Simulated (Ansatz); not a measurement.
`C1CCCSCC1` → 6 C• + 12 H• + S•  (atomization)

Calculated with Ansatz (gas phase, PBE0-D4/def2-TZVP geometries, no zero-point term in ΔE). CCSD(T)/CBS adds triple-zeta CCSD(T) − MP2 to the extrapolated MP2 energy (def2 sets, frozen cores). This one scheme is used for every species, atoms too. For atomizations the MP2-based limit and the directly extrapolated one differ by several kJ/mol either way, and by 10 to 25 for some Ge, Se and Sn compounds, so smaller differences from it don't rank the levels. Functionals use def2-TZVPP. No spin–orbit coupling; open shells (•) take unrestricted orbitals. Spin–orbit coupling would lower the free atoms: a little for C, S.

```
             level  ΔE (kJ/mol)  difference from CCSD(T)/CBS
           BLYP-D4       7558.0                        -46.1
           PBE0-D4       7685.5                         81.4
        r2SCAN0-D4       7565.9                        -38.2
      CAM-B3LYP-D4       7631.4                         27.3
           ωB97M-V       7635.9                         31.8
          PBE-QIDH       7621.3                         17.2
    MP2/def2-QZVPP       7629.0                         24.9
SCS-MP2/def2-QZVPP       7602.8                         -1.3
      HF/CBS(def2)       5691.6                      -1912.5
     MP2/CBS(def2)       7698.8                         94.7
       CCSD(T)/CBS       7604.1                            0
```

Largest T1 diagnostic among the species: 0.010.

From r2SCAN to r2SCAN0 (25 % exact exchange), in def2-TZVPP and without D4, ΔE moves by −67.0 kJ/mol: exact exchange takes away binding that semilocal exchange gives to molecules. Leaving LDA and LC-ωPBE aside and taking each functional with its dispersion term where it has one, the values, not all of them listed here, spread over 338.3 kJ/mol, from BHLYP-D4 to PBE-D4. LDA lies +959.6 kJ/mol from PBE without D4, its usual overbinding.
